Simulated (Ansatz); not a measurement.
Two isomers of C2H7AlOSi: A = `[CH2]1O[SiH2][CH2][AlH]1`, B = `O/C=[C](\[AlH2])[SiH3]`.

Calculated with Ansatz (gas phase, PBE0-D4/def2-TZVP geometries, no zero-point term in ΔE). CBS: MP2 limit from def2 TZ/QZ plus the TZ coupled-cluster correction, frozen cores. DFT in def2-TZVPP. B3LYP here is the variant with VWN-RPA as its local correlation; programs differ in this. One conformer a species, not always the lowest.

Which is lower in electronic energy at CCSD(T)/CBS, and by how much? (An estimate is asked.)

Computed: A, by 161.1 kJ/mol.

Give E(B) − E(A) in kJ/mol with B3LYP, PBE-D4, PBE0-D4, MP2/def2-TZVPP, B2PLYP, CCSD(T)/def2-TZVPP, r2SCAN-D4. (Estimate.)

Ansatz gave: B3LYP 147.6, PBE-D4 147.7, PBE0-D4 159.9, MP2/def2-TZVPP 163.8, B2PLYP 153.8, CCSD(T)/def2-TZVPP 155.9, r2SCAN-D4 157.8. None reverses the order clearly.

Largest T1 diagnostic: 0.014.

In def2-TZVPP, CCSD(T) changes the Hartree–Fock value by +11.2 kJ/mol (the triples alone add −4.0 kJ/mol) and MP2 by +19.1 kJ/mol. From PBE to PBE0 (25 % exact exchange), in def2-TZVPP and without D4, E(B) − E(A) moves by +12.6 kJ/mol.
